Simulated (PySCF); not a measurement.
**Interval between two levels of As²⁺ by level of theory**

As²⁺ [Ar] 3d10 4s2 4p1 [2P3/2, M_J = 3/2] → As²⁺ [Ar] 3d10 4s1 4p2 [4P5/2, M_J = 5/2], as a difference of total energies. Computed with PySCF 2.14 in x2c-TZVPall-2c (6s7p4d1f, 54 functions), with the two-component X2C-1e Hamiltonian. Correlated levels: [Ne] frozen. "Screened" scales the spin-orbit matrix elements by Boettger's factors to mimic the two-electron term; Breit and QED terms are absent.

| method | interval between two levels (cm⁻¹) |
| --- | --- |
| GHF (spin-free) | 52415 |
| GMP2 (spin-free) | 61147 |
| GHF (screened spin-orbit) | 52388 |
| GMP2 (screened spin-orbit) | 61119 |

The labels give the starting determinants; with spin-orbit coupling the two ends relaxed to ⟨J²⟩ = 3.76, ⟨L²⟩ = 2.01, ⟨S²⟩ = 0.75 and ⟨J²⟩ = 8.75, ⟨L²⟩ = 2.01, ⟨S²⟩ = 3.75.
